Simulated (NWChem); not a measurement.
System: CrO$_{4}$ (charge -2); SMILES [O]=[Cr-2](=[O])(=[O])=[O]

Here is an NWChem input.

```
start job
memory heap 200 mb stack 900 mb global 1100 mb
charge -2
geometry units angstroms
  Cr     0.000007    -0.000021     0.000007
  O      1.144740     0.667168    -0.956173
  O      0.717698    -0.835729     1.206763
  O     -0.928020    -1.011590    -0.886158
  O     -0.934403     1.180149     0.635571
end
basis spherical
  * library def2-svpd
end
dft
  xc b3lyp
  iterations 150
end
driver
  maxiter 120
end
task dft optimize
```

Not confirmed as a minimum by frequencies. The highest occupied level is positive, so the extra electron may be held by the finite basis. B3LYP is NWChem's, with the RPA form of VWN correlation.

The level has its own optimisation.

Give the results of this calculation. (B3LYP/def2-SVPD.) Quantities: r Cr–O (Å).


```
Quantity    Value
----------  -----
r Cr–O (Å)  1.649
```
